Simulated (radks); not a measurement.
Q: Coulomb parameter of the 4f shell of the terbium ion Tb+ in the model configuration [Xe] 4f7 5d2 6s1, as a second difference U = [E(n + 0.25) + E(n - 0.25) - 2 E(n)] / (0.25)^2 with all orbitals relaxed. "Bare": the charge of the atom changes with n. "Screened": the 5d shell takes up the change at fixed total charge, which measures U(4f,4f) + U(5d,5d) - 2 U(4f,5d). Method: scalar-relativistic Kohn-Sham, LDA (Slater exchange, Perdew-Wang correlation), spin-unpolarised, spherical densities, finite nucleus; Fermi nuclear charge, rms radius 5.06 fm; computed with a radial shooting solver on a logarithmic mesh with Libxc functionals. Estimate both.

A: U(bare) = 16.754 eV, U(screened by 5d) = 5.894 eV, against the Slater integral F0(4f,4f) = 31.864 eV with frozen orbitals.
